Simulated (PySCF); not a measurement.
**Ionisation energy of Ga²⁺ by level of theory**

Ga²⁺ [Ar] 3d10 4s1 (2S) → Ga³⁺ [Ar] 3d10 (1S), as a difference of total energies. Calculation: PySCF 2.14, in cc-pVDZ-PP with ECP10MDF; scalar relativity through the core potential. The calculations carry no spin-orbit coupling.

| method | ionisation energy (eV) |
| --- | --- |
| UHF | 29.685 |
| PBE0 | 31.110 |
| BP86 | 31.494 |

For comparison: 30.726 eV (measured; NIST Atomic Spectra Database, ionization energies).
